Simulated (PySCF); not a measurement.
Run record: excited-state job, Sn(SiH3)H3, `[H][Sn]([H])([H])[SiH3]`.

Computed with TDDFT wB97X-D/def2-SVPD, vertical, gas phase, core orbitals frozen in the response, def2 core potentials past Kr (PySCF 2.14.0, density-fitted response routines). Geometry: PBE0-D3(BJ)/def2-SVP. The input is one job of a driver script: a line of settings, then coordinates in Å.

Input:
```
{"job": {"kind": "uv", "xc": "wB97X-D", "basis": "def2-SVPD", "ip": true, "nstates": 10}, "charge": 0, "multiplicity": 1}
Sn    -0.002448     0.008616    -1.251796
Si     0.001960    -0.008976     1.316369
H      0.810451     1.134877     1.838469
H      0.593101    -1.285259     1.822513
H     -1.394242     0.112542     1.836318
H      1.601905    -0.010552    -1.855045
H     -0.785159     1.414002    -1.843977
H     -0.825568    -1.365241    -1.862840
```

Output:
```
coarse grid: 29272 points
cycle   1  E = -506.1579481923  dE = -2.247e+01  |g| = 2.286e+00  |ddm| = 7.405e+00
cycle   2  E = -506.6920141677  dE = -5.341e-01  |g| = 1.939e+00  |ddm| = 6.227e+00
cycle   3  E = -507.3404248426  dE = -6.484e-01  |g| = 7.108e-02  |ddm| = 1.941e+00
cycle   4  E = -507.3425658866  dE = -2.141e-03  |g| = 1.901e-02  |ddm| = 1.808e-01
cycle   5  E = -507.3427569746  dE = -1.911e-04  |g| = 3.558e-03  |ddm| = 5.197e-02
cycle   6  E = -507.3427686560  dE = -1.168e-05  |g| = 7.169e-04  |ddm| = 1.232e-02
cycle   7  E = -507.3427691476  dE = -4.916e-07  |g| = 2.076e-04  |ddm| = 3.482e-03
final grid: 58208 points
cycle   8  E = -507.3399901026  dE = -5.554e-06  |g| = 9.365e-04  |ddm| = 4.431e-03
cycle   9  E = -507.3399902027  dE = -1.001e-07  |g| = 4.864e-04  |ddm| = 1.766e-03
cycle  10  E = -507.3399902400  dE = -3.732e-08  |g| = 2.729e-05  |ddm| = 7.069e-04
cycle  11  E = -507.3399902406  dE = -6.062e-10  |g| = 8.813e-06  |ddm| = 1.053e-04
converged SCF energy = -507.3399902406

Static polarisability (au): isotropic 76.585, principal 68.468 68.473 92.815

Singlet excitations
state   eV       nm        f      main configurations
  1   7.1096    174.4   0.02465   H->L+2 0.90
  2   7.1108    174.4   0.02476   H->L+3 0.90
  3   7.1463    173.5   0.23651   H->L 0.80, H->L+1 0.16
  4   7.4569    166.3   0.52684   H->L+1 0.80, H->L 0.14
  5   7.9174    156.6   0.00170   H->L+5 0.88
  6   7.9184    156.6   0.00166   H->L+4 0.88
  7   8.0395    154.2   0.11217   H-2->L 0.70, H-1->L 0.22
  8   8.0396    154.2   0.11248   H-1->L 0.70, H-2->L 0.22
  9   8.0638    153.8   0.00059   H-1->L+3 0.45, H-2->L+2 0.43
 10   8.2601    150.1   0.00165   H-1->L+1 0.59, H-2->L+2 0.13, H-1->L+3 0.13

Triplet excitations (Tamm-Dancoff, eV): 6.2157 6.3355 6.3362 7.0025
Vertical ionisation energy (delta-SCF) = 10.0465 eV
```

The SCF starts on a coarse grid where the log names one; the energy can jump when the final grid takes over, and dE then counts from the start density on the new grid. H and L stand for HOMO and LUMO; the number after each pair is its weight.

Which computed singlet has the largest oscillator strength, and what do all of them sum to?

State 4 at 7.46 eV (166 nm), f = 0.527; the 10 states sum to 1.043.

Give the mean polarisability as a volume in Å³, and the ratio of the largest to the smallest principal value.

76.585 au × 0.148185 = 11.35 Å³; 92.815/68.468 = 1.36.

Summary of the converged run: HOMO -9.75 eV, LUMO 1.26 eV; lowest singlet 7.11 eV; lowest triplet 6.22 eV (Tamm–Dancoff); mean polarisability 76.6 au.

Atoms past krypton carry effective core potentials; spin–orbit coupling is left out.

How long does this job take on an Arm Neoverse V2 with one thread, no GPU (shared host)?

About 19 s.
Labels such as C1 count atoms from 1, the log's own numbers from 0.

The pairwise dispersion term of wB97X-D wasn't added to the energies; at a given geometry it leaves orbitals and properties as they are.
